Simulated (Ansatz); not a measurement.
One change: `BC(=C)[SiH2]C` becomes `BC(=C)O`.

Ansatz, PBE0-D4/def2-TZVP geometries, multiplicity 1. Each molecule was computed in one conformer, which needn't be the lowest.

| property | `BC(=C)[SiH2]C` |
| --- | --- |
| HOMO–LUMO gap (PBE0/def2-TZVPP) / eV | 6.05 |
| HOMO–LUMO gap (B3LYP/def2-TZVPP) / eV | 5.66 |
| HOMO energy (PBE/def2-TZVPP) / eV | -6.97 |
| HOMO–LUMO gap (PBE/def2-TZVPP) / eV | 3.78 |
| LUMO energy (B3LYP/def2-TZVPP) / eV | -2.39 |
| size of the dipole moment (PBE/def2-TZVPP) / D | 1.06 |

(1) What does the change do to each property? (Estimate.)

## Answers

(1) The calculation gave: 
```json
{"property": "HOMO–LUMO gap (PBE0/def2-TZVPP) / eV", "`BC(=C)O`": "5.00", "shift": "-1.05"}
{"property": "HOMO–LUMO gap (B3LYP/def2-TZVPP) / eV", "`BC(=C)O`": "4.58", "shift": "-1.08"}
{"property": "HOMO energy (PBE/def2-TZVPP) / eV", "`BC(=C)O`": "-6.06", "shift": "0.91"}
{"property": "HOMO–LUMO gap (PBE/def2-TZVPP) / eV", "`BC(=C)O`": "2.93", "shift": "-0.85"}
{"property": "LUMO energy (B3LYP/def2-TZVPP) / eV", "`BC(=C)O`": "-2.39", "shift": "0.00"}
{"property": "size of the dipole moment (PBE/def2-TZVPP) / D", "`BC(=C)O`": "0.37", "shift": "-0.69"}
```

The zero-point energy changes by -102.6 kJ/mol with -15 modes. Dipoles are sizes alone; their direction can turn.

B3LYP here is the variant with VWN-RPA as its local correlation; programs differ in this.
